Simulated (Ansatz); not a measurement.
The same path of a periodic cell of 13 atoms, LiMg12 (host Mg, host structure hcp, interstitial Li) was run twice with different band settings.

Method: DFT PBE, scalar-relativistic, plane waves, PAW in Ansatz. Settings: cutoff 420 eV, k mesh 4x3x4, gaussian smearing 0.05 eV, no spin polarisation.

Relaxed end points:

```xyz
13
Lattice="6.4200 0.0000 0.0000 -4.8150 8.3398 0.0000 0.0000 0.0000 5.2130" Properties=species:S:1:pos:R:3
Mg -0.063 -0.262 0.047
Mg 0.047 2.000 2.155
Mg -1.595 2.790 -0.178
Mg -1.611 4.665 2.687
Mg -2.789 5.896 0.058
Mg -3.207 7.601 2.675
Mg 3.356 0.103 0.097
Mg 3.395 1.799 2.571
Mg 1.360 2.189 -0.566
Mg 1.670 4.864 3.202
Mg 0.172 5.355 0.386
Mg -0.053 7.384 2.736
Li 2.489 3.772 1.004
```

```xyz
13
Lattice="6.4200 0.0000 0.0000 -4.8150 8.3398 0.0000 0.0000 0.0000 5.2130" Properties=species:S:1:pos:R:3
Mg -0.056 -0.263 -0.032
Mg 0.035 1.979 3.023
Mg -1.585 2.793 0.167
Mg -1.610 4.662 2.526
Mg -2.759 5.909 -0.035
Mg -3.208 7.584 2.557
Mg 3.362 0.119 -0.095
Mg 3.363 1.812 2.631
Mg 1.355 2.206 0.524
Mg 1.668 4.857 2.004
Mg 0.187 5.352 -0.403
Mg -0.060 7.389 2.482
Li 2.523 3.807 -0.992
```

Common settings: climbing image yes; spring 5.0 eV/Å²; optimiser quadratic models (default); end points relaxed.

| run | movable images | start path | force threshold | iteration limit |
| --- | --- | --- | --- | --- |
| 1 | 7 | IDPP | 0.03 eV/Å | 71 |
| 2 | 1 | default | 0.05 eV/Å | 50 |

(1) What does each run give, and how far can it be trusted?

Answers

(1) Run 1: converged after 6 iterations, highest image 0.221 eV above the first end. By the program's own check the climbing image is a first-order saddle point (lowest curvatures found: -0.61 and 0.09 eV/Å²).
Run 2: converged after 6 iterations, highest image 0.221 eV above the first end. The order of the point at the top wasn't checked. So few images can step over the top or miss a turn of the path.
Limits of this set-up: coarse k mesh, a small cell, in which the defect meets its images, a typed lattice constant that wasn't relaxed here.
